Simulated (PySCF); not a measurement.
Working out the excitation energy of I

I [Kr] 4d10 5s2 5p5 (2P) → I [Kr] 4d10 5s2 5p4 5d1 (high-spin determinant). Calculation: PySCF 2.14, in aug-cc-pVDZ-PP with ECP28MDF (5s4p3d, 32 functions); a scalar-relativistic core potential. Frozen: 4s2 4p6 4d10. Energies in hartree (1 hartree = 27.21139 eV):

```json
{"part": "UHF", "I (lower)": "-294.653725", "I (upper)": "-294.325793"}
{"part": "CCSD correlation", "I (lower)": "-0.095350", "I (upper)": "-0.077644"}
{"part": "(T)", "I (lower)": "-0.001512", "I (upper)": "-0.003333"}
```

**Question.** What does Hartree-Fock give?

**Answer.** (-294.325793) − (-294.653725) = 0.327932 hartree = 8.923 eV.

**Question.** What do CCSD and CCSD(T) give?

**Answer.** The CCSD correlation energies differ by 0.017706 hartree = 0.482 eV and the triples by -0.001821 hartree = -0.050 eV, so CCSD gives 9.405 eV and CCSD(T) 9.355 eV.

One determinant mixes LS terms, so it does not stand for a single term.

A double-zeta basis recovers only part of the correlation energy.

The coupled-cluster amplitudes are large, so a single reference is strained.
